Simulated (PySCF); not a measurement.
# Reading the logs of faulty runs: AlCH9Si2

All numbers below are calculated, not measured. The program is PySCF 2.14.0, an open-source quantum chemistry code, run on an isolated molecule that a program drew, which may never have been made. The molecule is AlCH9Si2 (charge 0, singlet), drawn as the SMILES string `[AlH2][CH]([SiH3])[SiH3]`.

Each row is a Hartree-Fock (HF) and frozen-core CCSD(T) single point in the cc-pV(D+d)Z basis, meant for a local HF minimum. Run 1 is clean. Each other run has one planted mistake out of seven kinds, and not every kind appears here: one electron removed, one electron added, multiplicity raised by two, geometry at a saddle point, minimal basis STO-3G, one bond length entered in bohr, all coordinates scaled. The reference is restricted for singlets and unrestricted otherwise, and also for a bond in bohr. Adding or removing an electron swaps singlet and doublet. Electrons count all cores. HOMO and LUMO are orbital energies over both spins, the gradient is its largest component, and the lowest frequency (negative if imaginary) is given only where the gradient is small. Bond lengths are over the 12 bonds as drawn. T1 is the CCSD diagnostic: over 0.02 (restricted) or 0.045 (unrestricted) a single reference is doubtful.

Geometry of the clean run:
```xyz
13
AlCH9Si2, angstrom
Al    2.3582   -1.5455   -0.4840
C     0.9033   -1.3661    0.8333
Si   -0.8048   -1.4573    0.0422
Si    1.1057    0.1175    1.9759
H     3.3279   -2.7894   -0.3933
H     2.5474   -0.4631   -1.6196
H     0.9915   -2.2577    1.4733
H    -1.1162   -0.2000   -0.6787
H    -1.8611   -1.6955    1.0551
H    -0.8646   -2.5693   -0.9441
H     0.9611    1.3842    1.2191
H     0.1032    0.1081    3.0692
H     2.4560    0.1123    2.5978
```

| run | electrons | basis functions | <S^2> | HOMO (eV) | LUMO (eV) | gradient (hartree/bohr) | lowest frequency (cm^-1) | mean bond (Å) | longest bond (Å) | T1 | HF (hartree) | CCSD(T) (hartree) | mistake |
|---|---|---|---|---|---|---|---|---|---|---|---|---|---|
| 1 | 56 | 128 | 0.000 | -10.87 | 1.18 | 1.7e-05 | 33 | 1.5754 | 1.971 | 0.0111 | -862.89621 | -863.40517 | no fault |
| 2 | 56 | 128 | 2.019 | -4.92 | -2.53 | 6.9e-02 | - | 1.5754 | 1.971 | 0.0286 | -862.71192 | -863.21692 | multiplicity raised by two |
| 3 | 57 | 128 | 0.766 | 0.13 | 7.14 | 2.4e-02 | - | 1.5754 | 1.971 | 0.0131 | -862.87151 | -863.39908 | one electron added |
| 4 | 55 | 128 | 0.768 | -16.42 | -7.78 | 5.3e-02 | - | 1.5754 | 1.971 | 0.0245 | -862.55411 | -863.03951 | one electron removed |
| 5 | 56 | 128 | 0.000 | -10.40 | 0.86 | 4.5e-02 | - | 1.7298 | 2.164 | 0.0126 | -862.81276 | -863.33439 | ? |
| 6 | 56 | 41 | 0.000 | -8.09 | 8.66 | 3.5e-02 | - | 1.5754 | 1.971 | 0.0056 | -852.87173 | -853.10815 | ? |

**Which mistake was planted in run 5, and what did it cost?**

The mean and the longest bond both change by the same factor, 1.098, and the gradient is no longer small. So the mistake is: all coordinates scaled. Subtracting run 1 and multiplying by 627.51 kcal/mol a hartree, the energy moved by 52.4 kcal/mol in HF and 44.4 kcal/mol in CCSD(T).

**Which mistake was planted in run 6, and what did it cost?**

It has 41 basis functions where the clean run has 128, with the same electrons and geometry. So the mistake is: minimal basis STO-3G. Subtracting run 1 and multiplying by 627.51 kcal/mol a hartree, the energy moved by 6290.5 kcal/mol in HF and 6461.5 kcal/mol in CCSD(T).

Cautions from the logs. Run 3: the HOMO is above zero, so the electron isn't bound and the energy depends on the basis.
